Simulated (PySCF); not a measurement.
Job file and geometry (Å, from PBE0-D3(BJ)/def2-SVP) of an NMR shielding run on SMILES Cl[Se]Cl, Cl₂Se, GIAO PBE0/pcSseg-1 NMR shielding, non-relativistic, gas phase in PySCF 2.14.0, density-fitted response routines; density fitting, a coarse starting grid and PySCF grid level 2 are the driver's defaults:

```
{"job": {"kind": "nmr", "xc": "PBE0", "basis": "pcSseg-1"}, "charge": 0, "multiplicity": 1}
Se     0.005095    -0.006453    -0.918654
Cl     1.673424    -0.016502     0.468503
Cl    -1.678519     0.022955     0.450151
```

Task: What does the program print?

Result: 
```
coarse grid: 19968 points
cycle   1  E = -3321.0247369166  dE = -7.470e-01  |g| = 7.818e-01  |ddm| = 2.070e+00
cycle   2  E = -3320.9642356455  dE =  6.050e-02  |g| = 8.054e-01  |ddm| = 1.082e+00
cycle   3  E = -3321.0619865672  dE = -9.775e-02  |g| = 1.832e-01  |ddm| = 8.710e-01
cycle   4  E = -3321.0706415737  dE = -8.655e-03  |g| = 3.638e-02  |ddm| = 2.372e-01
cycle   5  E = -3321.0709856965  dE = -3.441e-04  |g| = 2.752e-03  |ddm| = 3.800e-02
cycle   6  E = -3321.0709870314  dE = -1.335e-06  |g| = 9.985e-04  |ddm| = 4.070e-03
final grid: 36568 points
cycle   7  E = -3321.0709991163  dE = -4.604e-08  |g| = 9.338e-04  |ddm| = 1.891e-03
cycle   8  E = -3321.0709990618  dE =  5.447e-08  |g| = 1.060e-03  |ddm| = 2.051e-03
cycle   9  E = -3321.0709993481  dE = -2.863e-07  |g| = 2.096e-04  |ddm| = 1.186e-03
cycle  10  E = -3321.0709993564  dE = -8.251e-09  |g| = 1.134e-05  |ddm| = 1.953e-04
cycle  11  E = -3321.0709993564  dE = -3.502e-11  |g| = 2.336e-06  |ddm| = 1.720e-05
converged SCF energy = -3321.0709993564

GIAO shielding tensors (ppm)
atom      isotropic    diamagn.    paramagn.     s11        s22        s33       span
  0 Se    -540.461    2993.874   -3534.335  -1026.782   -673.420     78.819   1105.601
  1 Cl     779.155    1145.084    -365.929    234.582    782.252   1320.630   1086.048
  2 Cl     779.071    1145.083    -366.011    233.857    782.836   1320.520   1086.663
```

Task: Turn these shieldings into chemical shifts. Referencing at the same level of theory: Me2Se for 77Se (1769.71 ppm); 35Cl (943.27 ppm) vs HCl.

Result: Averaging equivalent atoms: Se 0: 2310; Cl 1/2: 164 ppm. 

Relativistic effects, spin–orbit coupling among them, are left out; they matter for Se and for the light atoms bonded to it.

Size and cost of the density-fitted run: 89 basis functions, 4.7 s wall time on 1 thread of an x86-64 server CPU, shared host.
